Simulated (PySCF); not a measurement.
H2S2Se, SMILES S[Se]S at its PBE0/def2-SVP optimised geometry (Å):

```
5

Se    -0.8106    -1.0639     0.0000
S     -1.3964     1.0639     0.0000
H     -1.3550     1.2596    -1.3395
S      1.3964    -1.0639     0.0000
H      1.5739    -0.9730     1.3396
```

Method: PBE0/def2-TZVP in PySCF 2.14.0. Cells within 0.4 Å of a nucleus heavier than hydrogen are left out (blank, or x).

Map of the electron localisation function on the plane z = 0.0 Å:

```
|0000000000000000000000000000000|
|0000000000000000000000000000000|
|0000000011112110000000000000000|
|0000011123344432100000000000000|
|0001223345566654310000000000000|
|0123445566778776531000000000000|
|1245667778899888641000000000000|
|2467788877899998741000000000000|
|3578999721389998730000000000000|
|478999921x129998620000000000000|
|57899980xxx08998410000122100000|
|57999980xxx07986200002454320000|
|578999931x128874100136776532000|
|5789999842478752001478888753100|
|3578888888888641113789998864200|
|2345666677877532236899999875210|
|0112233456644443467899999875310|
|0000012343111125678853689875310|
|00000124413xx31578721x128875310|
|0000013531xxxx147860xxx06875310|
|0000135641xxxx147860xxx06875310|
|00001467623xx41478711x128875310|
|0000247885222135578742489875310|
|0000246888744444468999999875310|
|0000146788877542257999999875210|
|0000135678876421136899999864200|
|0000013466654210125899998753100|
|0000001234432100014688887642000|
|0000000111110000002567765421000|
|0000000000000000001344443100000|
|0000000000000000000111110000000|
```
Scale: ten equal steps from 0.000 (start of '0') to 0.952 (end of '9'), in the order '0123456789'; x runs from -3.50 to 3.50, y from -3.50 (bottom) to 3.50 (top).
